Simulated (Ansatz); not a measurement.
Relaxation of the cluster Hf₂O₄ with RKS r2SCAN-D4/def2-SVP.

```sh
$ ansatz run in.yaml --threads 4 --pin off --events-out ev --progress --plain --max-ram 4787MiB
```

```yaml
crystal:
  periodic: [false, false, false]
  atoms:
    - {symbol: Hf, position_ang: [-0.612270, 1.327640, 0.239730]}
    - {symbol: Hf, position_ang: [0.609590, -1.326560, -0.240700]}
    - {symbol: O, position_ang: [-0.866930, -0.218860, -0.980580]}
    - {symbol: O, position_ang: [0.863070, 0.220640, 0.981950]}
    - {symbol: O, position_ang: [-0.117670, 2.841330, -0.530630]}
    - {symbol: O, position_ang: [0.124210, -2.844190, 0.530230]}
basis:
  gaussian: {orbitals: def2-SVP}
hamiltonian: {xc: r2scan, dispersion: d4}
scf: {lower_state_search: "off"}
output: {orbitals: {seedname: orbitals}}
relax: {f_tol: 0.02, max_steps: 100}
```

It took 11 s on 4 threads of Arm Neoverse V2 on a shared host.

Positions (Å) and forces (eV/Å) at steps 1, 2, 3, 4, 5 of 5:

```xyz
6
step=1 energy=-10798.9172 eV
Hf   -0.612    1.328    0.240   -1.217   -0.297    1.183
Hf    0.610   -1.327   -0.241    1.212    0.299   -1.127
O    -0.867   -0.219   -0.981    0.075   -0.011    0.063
O     0.863    0.221    0.982   -0.080   -0.029   -0.091
O    -0.118    2.841   -0.531    0.617    0.537   -0.672
O     0.124   -2.844    0.530   -0.607   -0.498    0.644
6
step=2 energy=-10798.8206 eV rejected
Hf   -0.757    1.338    0.368    2.107   -1.265   -1.577
Hf    0.758   -1.336   -0.367   -2.129    1.238    1.590
O    -0.809   -0.205   -0.917   -0.227   -0.061   -0.264
O     0.808    0.206    0.919    0.236    0.062    0.263
O    -0.047    2.718   -0.569   -0.671   -0.842    0.783
O     0.048   -2.720    0.567    0.684    0.869   -0.795
6
step=3 energy=-10799.1169 eV
Hf   -0.680    1.314    0.304    0.097   -0.426    0.023
Hf    0.679   -1.313   -0.304   -0.107    0.414    0.000
O    -0.849   -0.215   -0.962    0.113    0.017    0.117
O     0.847    0.216    0.963   -0.109   -0.030   -0.126
O    -0.078    2.765   -0.551    0.066   -0.216   -0.012
O     0.081   -2.767    0.549   -0.059    0.241   -0.003
6
step=4 energy=-10799.1535 eV
Hf   -0.699    1.278    0.330    0.038   -0.069   -0.018
Hf    0.699   -1.277   -0.330   -0.039    0.067    0.019
O    -0.849   -0.216   -0.963    0.025    0.006    0.027
O     0.848    0.216    0.964   -0.024   -0.006   -0.028
O    -0.057    2.690   -0.553    0.000   -0.044    0.010
O     0.058   -2.691    0.552    0.000    0.045   -0.010
6
step=5 energy=-10799.1543 eV
Hf   -0.702    1.271    0.333    0.001    0.004   -0.002
Hf    0.702   -1.271   -0.333   -0.001   -0.004    0.002
O    -0.849   -0.216   -0.963    0.003    0.001    0.003
O     0.849    0.216    0.964   -0.002   -0.001   -0.003
O    -0.054    2.677   -0.553   -0.002    0.000    0.001
O     0.054   -2.678    0.552    0.001   -0.001   -0.001
```

In the def2 sets Hf takes a core potential; there is no spin–orbit coupling. The relaxation made no stability test and no search for a lower SCF solution. The structure comes from a short search, and lower isomers may exist.
